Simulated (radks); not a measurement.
The mean radii <r> (bohr) of the occupied orbitals of an atom or ion are listed with their occupations. All-electron calculation, scalar-relativistic Kohn-Sham, PBEsol, spin-polarised, spherical densities, finite nucleus; Fermi nuclear charge, rms radius of each element as measured or else 0.836 A^(1/3) + 0.57 fm. Program: a radial shooting solver on a logarithmic mesh with Libxc functionals.

orbital  occ.      <r>
1s up       1  0.02364
1s down     1  0.02364
2s up       1   0.1010
2s down     1   0.1010
2p up       3  0.08881
2p down     3  0.08881
3s up       1   0.2665
3s down     1   0.2664
3p up       3   0.2647
3p down     3   0.2645
3d up       5   0.2419
3d down     5   0.2417
4s up       1   0.6077
4s down     1   0.6074
4p up       3   0.6436
4p down     3   0.6433
4d up       5   0.7077
4d down     5   0.7077
5s up       1    1.467
5s down     1    1.481
5p up       3    1.718
5p down     3    1.736
6s up       1    3.948
4f up       4    1.090

Name the element and its charge. Open shells, if any, are filled with parallel spins first.

Answer. Z = 60, neodymium, charge +1: Nd+ in [Xe] 4f4 6s1. The 1s radius gives Z: for a bare nucleus <r> = (2 gamma + 1)/(2Z) with gamma = sqrt(1 - (Z/c)^2), 0.02332 bohr for Z = 60, and screening makes it slightly larger (0.02364 here). The occupations add up to 59, and the charge is Z minus that.
